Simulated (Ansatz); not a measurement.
`C=C[Si](Cl)(Cl)Cl` + CH₃NH₂ → `CN[Si](Cl)(Cl)Cl` + `C=C` at 700 K and 1 bar (ligand exchange at the Si–C bond).

Isolated molecules relaxed with PBE0-D4/def2-TZVP in Ansatz; ΔE leaves out vibrations. CBS: MP2 limit from def2 TZ/QZ plus the TZ coupled-cluster correction, frozen cores. This one scheme is used for every species. One conformer a species, not always the lowest.

```json
{"species": "`C=C[Si](Cl)(Cl)Cl`", "CCSD(T)/CBS energy (Eh)": "-1746.47121", "H − E (kJ/mol)": "207.1", "S (J/(mol·K))": "496.3"}
{"species": "CH₃NH₂", "CCSD(T)/CBS energy (Eh)": "-95.75281", "H − E (kJ/mol)": "207.6", "S (J/(mol·K))": "296.6"}
{"species": "`CN[Si](Cl)(Cl)Cl`", "CCSD(T)/CBS energy (Eh)": "-1763.76586", "H − E (kJ/mol)": "244.1", "S (J/(mol·K))": "520.2"}
{"species": "`C=C`", "CCSD(T)/CBS energy (Eh)": "-78.48111", "H − E (kJ/mol)": "168.9", "S (J/(mol·K))": "268.4"}
```

H − E and S are ideal-gas, rigid-rotor, harmonic terms from PBE0-D4/def2-TZVP, for one conformer and one mirror image of each species. 1 Eh = 2625.50 kJ/mol, R = 8.31446 J/(mol·K).

Q: By hand: ΔE, ΔH, ΔS and ΔG.

A: ΔE = (-1763.76586) + (-78.48111) − (-1746.47121) − (-95.75281) = -0.02295 Eh = -60.3 kJ/mol. Δ(H − E) = 244.1 + 168.9 − 207.1 − 207.6 = -1.7, so ΔH = -62.0 kJ/mol. ΔS = 520.2 + 268.4 − 496.3 − 296.6 = -4.3 J/(mol·K). ΔG = -62.0 − 700 × (-4.3)/1000 = -59.0 kJ/mol.

Q: By hand: the equilibrium constant, and the temperature at which ΔG would vanish if ΔH and ΔS stayed fixed.

A: log₁₀ K = −ΔG/(RT ln 10) = 4.4. ΔG = 0 at ΔH/ΔS = 14419 K, far beyond where these terms or the molecules hold.

The number of gas molecules stays the same, so ΔS is small and ΔH decides. A doubt of 5 kJ/mol in ΔE shifts log₁₀ K by 0.4 here. Other conformers and mirror images would add mixing entropy, several J/(mol·K) or more a flexible species. Modes under 60 cm⁻¹, often nearly free rotors, make the harmonic entropy too high. These are equilibria of isolated gas molecules and say nothing of rates. Largest T1 diagnostic: 0.011 (customary marks: 0.02 for closed shells, 0.045 for open ones).
